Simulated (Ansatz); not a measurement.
This geometry of BCl2H2N + FH (8 atoms, charge 0, multiplicity 1) is a first-order saddle point.

Computed with RKS PBE/def2-SVP in Ansatz.

```xyz
8
Properties=species:S:1:pos:R:3
B -0.066 0.132 0.225
N -0.055 0.071 1.732
H -0.802 -0.482 2.162
H 0.854 -0.140 2.158
Cl 1.521 0.067 -0.592
Cl -1.510 -0.529 -0.591
F -0.418 1.930 0.444
H -0.328 1.446 1.396
```

Which two structures does it join? (They come from a converged band through this point; their orientation in space is the band's.)

Bonds broken: F7–H8. Bonds formed: B1–F7, N2–H8. BCl2H2N + FH becomes BCl2FH3N.

First end point:

```xyz
8
Properties=species:S:1:pos:R:3
B 0.016 -0.269 0.192
N -0.015 -0.116 1.606
H -0.827 -0.428 2.143
H 0.855 -0.090 2.143
Cl 1.544 -0.077 -0.668
Cl -1.467 -0.681 -0.668
F -0.538 2.491 0.872
H -0.372 1.666 1.312
```

Last end point:

```xyz
8
Properties=species:S:1:pos:R:3
B -0.056 0.524 0.091
N -0.141 0.209 1.712
H -0.243 -0.805 1.868
H 0.720 0.527 2.185
Cl 1.471 -0.360 -0.459
Cl -1.628 -0.173 -0.585
F 0.030 1.888 -0.006
H -0.956 0.686 2.128
```

How far does it lie above each of them?

7.7 kcal/mol above the first and 34.4 kcal/mol above the second. This is the barrier of this one path; another mechanism may lie lower. The orbitals stay closed-shell, which can raise the energy where a bond breaks towards radicals; this wasn't checked here.

Run time: 2.3 min on 2 threads of Arm Neoverse V1, on a shared host, peak memory 0.13 GiB.
